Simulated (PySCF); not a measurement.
# TeH from Hartree–Fock to correlated methods

State: ²Π (doublet), unpaired electrons π ↑. Set-up: PySCF, spin-free X2C with a Gaussian nucleus, basis sets Te x2c-TZVPPall, H x2c-TZVPPall. De refers to Te + H in their high-spin ground configurations, without counterpoise correction. The functionals are run spin-unrestricted. A positive dipole means Te(−)H(+).

```tsv
Level	Re (Å)	ωe (cm⁻¹)	De (eV)	μ (D)
UHF	1.648	2254	1.88	0.22
UHF-MP2	1.638	2233	2.76	n/a
UHF-SCS-MP2	1.643	2210	2.84	n/a
UHF-CCSD	1.649	2171	2.86	n/a
UHF-CCSD(T)	1.652	2148	2.91	n/a
LDA	1.668	2091	3.50	0.21
PBE	1.675	2070	2.99	0.12
r²SCAN	1.662	2134	2.94	0.18
M06-L	1.668	2131	2.99	0.12
TPSSh	1.662	2137	3.08	0.13
PBE0	1.660	2154	2.92	0.17
M06-2X	1.655	2173	2.73	0.17
ωB97X	1.655	2192	3.03	0.16
```

Task: Which functional lies closest to UHF-CCSD(T) in De, which farthest, and by how much do they differ from it?

Result: Closest is PBE0 (+0.8 pm in Re, +0.3 % in ωe, +0.01 eV in De against UHF-CCSD(T) in the same basis), farthest LDA (+1.6 pm in Re, -2.7 % in ωe, +0.59 eV in De). CCSD(T) converges more slowly with the basis than the functionals do and binds too weakly in this one, so the order can change at the basis-set limit.

Task: What does a quarter of exact exchange do here, going from PBE to PBE0?

Result: PBE0 less PBE: -1.5 pm in Re, +4.1 % in ωe, -0.07 eV in De. Exact exchange removes part of the self-interaction that spreads semilocal densities, and in most molecules shortens and stiffens the bond and lowers De; so it does here.

Task: What does the gradient correction do here, going from LDA to PBE?

Result: PBE less LDA: +0.7 pm in Re, -1.0 % in ωe, -0.51 eV in De. The gradient correction favours the more uneven density of free atoms, so it tends to lengthen bonds and takes away much of the overbinding of LDA; so it does here.

Correlated steps freeze 18 core orbitals. Spin–orbit coupling is left out, which matters for elements this heavy, above all for dissociation energies. Counting both spins, an empty level lies below a filled one in some of these solutions, because spin and occupation are held. The state is the lowest determinant that a PBE0 search found; another state may lie lower at other levels.
